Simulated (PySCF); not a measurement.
C2H8GeSi2.
SMILES: `[SiH3][Si@H]1C=[CH][GeH2]1`

Theory: PBE0-D3(BJ)/def2-SVP geometry optimisation, gas phase (PySCF 2.14.0).

Masses are those of the commonest isotopes; rigid-rotor values at the optimised geometry. 

(1) Give the principal moments of inertia and the rotational constants in MHz.

(2) Classify the top.

(3) Is it planar, by Δ = Ic − Ia − Ib?

(4) Give the other two planar moments, Paa and Pbb, and the rms extents of the mass along the axes.

(5) Give the coordinates in the principal-axis frame, origin at the centre of mass.

(6) Where do the levels up to J = 3 lie, in MHz?

(7) Predict some low-J microwave lines.

(8) Estimate the classical rotational partition function at 10 K, 50 K and 298.15 K.

## Answers

(1) Ia = 144.87, Ib = 444.88, Ic = 518.29 u·Å²; 505379 MHz·u·Å²/I gives A = 3488, B = 1136, C = 975.1 MHz.

(2) An asymmetric top: κ = (2 × 1136 − 3488 − 975.1)/(3488 − 975.1) = -0.87.

(3) Not planar: Δ = Ic − Ia − Ib = -71.46 u·Å². For a rigid frame Δ = −2 Σ m c², so Σ m c² = 35.73 u·Å² lies off the ab plane: 12.12 from hydrogen and 23.61 from heavier atoms. The atom farthest from that plane is 2.22 Å away.

(4) Paa = Σ m a² = (Ib + Ic − Ia)/2 = 409.15 and Pbb = Σ m b² = (Ia + Ic − Ib)/2 = 109.14 u·Å². With the mass M = 161.94 u, the rms extents √(P/M) along a, b and c are 1.59, 0.82, 0.47 Å.

(5) The sense of each axis is arbitrary; atoms in the order of the calculation.
```tsv
atom	mass (u)	a (Å)	b (Å)	c (Å)
Si1	27.977	2.760	0.430	0.351
Si2	27.977	0.842	-0.342	-0.751
C3	12.000	0.027	-1.827	0.095
C4	12.000	-1.147	-1.376	0.595
Ge5	73.921	-1.256	0.502	0.023
H6	1.008	3.140	1.787	-0.155
H7	1.008	2.473	0.527	1.816
H8	1.008	3.922	-0.491	0.150
H9	1.008	1.104	-0.482	-2.220
H10	1.008	0.382	-2.857	0.232
H11	1.008	-1.838	-1.995	1.183
H12	1.008	-2.386	0.800	-0.981
H13	1.008	-1.314	1.542	1.160
```

(6) Above 0(0,0):
J = 1: 1(0,1) 2111, 1(1,1) 4464, 1(1,0) 4624
J = 2: 2(0,2) 6325, 2(1,2) 8525, 2(1,1) 9007, 2(2,1) 16065, 2(2,0) 16073
J = 3: 3(0,3) 12627, 3(1,3) 14612, 3(1,2) 15577, 3(2,2) 22398, 3(2,1) 22438, 3(3,1) 34567, 3(3,0) 34568
The levels of one J sum to (2J + 1)J(J + 1)(A + B + C)/3.

(7) The dipole components are |μa| = 0.31 D, |μb| = 0.40 D, |μc| = 0.09 D. Intensities carry the squares of the components, which stand as 0.59 : 1.00 : 0.05 (a : b : c). Some of the stronger lines:

```csv
type,branch,"J(Ka,Kc)",MHz,lower level (cm⁻¹)
a,R,"1(0,1) ← 0(0,0)",2111,0.000
b,Q,"2(1,1) ← 2(0,2)",2682,0.211
b,Q,"3(1,2) ← 3(0,3)",2950,0.421
a,R,"2(1,2) ← 1(1,1)",4061,0.149
b,R,"3(0,3) ← 2(1,2)",4102,0.284
a,R,"2(0,2) ← 1(0,1)",4214,0.070
b,R,"1(1,1) ← 0(0,0)",4464,0.000
a,R,"3(1,3) ← 2(1,2)",6087,0.284
a,R,"3(0,3) ← 2(0,2)",6301,0.211
a,R,"3(2,2) ← 2(2,1)",6333,0.536
a,R,"3(2,1) ← 2(2,0)",6365,0.536
a,R,"3(1,2) ← 2(1,1)",6569,0.300
b,Q,"3(2,1) ← 3(1,2)",6861,0.520
b,Q,"2(2,1) ← 2(1,2)",7540,0.284
b,Q,"3(3,0) ← 3(2,1)",12130,0.748
b,R,"3(2,2) ← 2(1,1)",13391,0.300
b,R,"3(2,1) ← 2(1,2)",13913,0.284
b,R,"3(3,0) ← 2(2,1)",18503,0.536
```

(8) Point group C1, symmetry number σ = 1; q = (√π/σ)·√((kT/h)³/(ABC)), k/h = 20836.6 MHz/K: 2710 at 10 K, 30300 at 50 K, 442000 at 298.15 K.

No frequency check. Constants of a rigid frame at the computed geometry: no zero-point averaging, no centrifugal distortion. A rigid rotor knows nothing of internal rotation, which can split or shift real lines.
